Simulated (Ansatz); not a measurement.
Consider the redistribution: `CCBS[SiH3]` + `[NH2][Al]([NH2])[OH]` → `OBS[SiH3]` + `C[CH2][Al]([NH2])[NH2]`.

Program: Ansatz. Geometries: PBE0-D4/def2-TZVP. ΔE: electronic, gas phase. CCSD(T)/CBS is the MP2 limit (def2-TZVPP, def2-QZVPP) plus CCSD(T) − MP2 in def2-TZVPP, frozen cores. This one scheme is used for every species. Functionals use def2-TZVPP. HSE06 is defined as in plane-wave codes. Each species was taken in one conformer, which may not be the lowest.

```
   level  ΔE (eV)
HSE06-D4     0.18
    BLYP     0.19
```

(1) What does CCSD(T)/CBS give? (Best estimate.)

(2) What do rigid-rotor, harmonic-oscillator terms from PBE0-D4/def2-TZVP frequencies (298.15 K, 1 bar) make of the CCSD(T)/CBS value? (Estimate.)

Largest T1 diagnostic among the species: 0.014.

Answers

(1) The calculation gave: +0.29 eV. The listed levels differ from it by -0.11, -0.10 eV.

(2) Ansatz gave: ΔZPE = +0.04 eV, ΔH = +0.31 eV, ΔS = -7 J/(mol·K), ΔG = +0.33 eV. Modes under 50 cm⁻¹ make the entropy rough.

Leaving LDA and LC-ωPBE aside and taking each functional with its dispersion term where it has one, the values, not all of them listed here, spread over 0.16 eV, from PBE-D4 to BHLYP-D4. LDA lies −0.07 eV from PBE without D4. At CCSD(T), def2-SVP lies −0.20 eV from the extrapolated value and def2-TZVPP −0.02 eV.
